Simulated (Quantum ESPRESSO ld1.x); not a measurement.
Q: Hf XLV, 28 electrons, occupied as [Ar] 3d10. Calculated with ld1.x of Quantum ESPRESSO 7.5: Dirac Kohn-Sham, PBEsol, spin-unpolarised, spherical densities, point nucleus. Some entries of the table are withheld. Estimate them.

orbital  occ.  eigenvalue (hartree)  <1/r> (bohr^-1)  <r> (bohr)
1s1/2       2              -2475.98            83.84     0.01899
2s1/2       2                   (1)            20.36     0.07960
2p1/2       2              -470.301            20.32         (2)
2p3/2       4              -426.284            17.27         (3)
3s1/2       2              -167.977            7.626      0.2041
3p1/2       2              -160.178              (4)      0.1936
3p3/2       4              -150.293              (5)      0.2068
3d3/2       4              -137.423              (6)      0.1805
3d5/2       6              -135.227              (7)      0.1845
4s1/2       0              -82.8400            3.759      0.4035
4p1/2       0              -79.5336            3.698      0.3990
4p3/2       0              -76.1561            3.429      0.4173

A: 
(1) 2s1/2 eigenvalue (hartree): -488.266
(2) 2p1/2 <r> (bohr): 0.06596
(3) 2p3/2 <r> (bohr): 0.07364
(4) 3p1/2 <1/r> (bohr^-1): 7.542
(5) 3p3/2 <1/r> (bohr^-1): 6.759
(6) 3d3/2 <1/r> (bohr^-1): 6.641
(7) 3d5/2 <1/r> (bohr^-1): 6.453
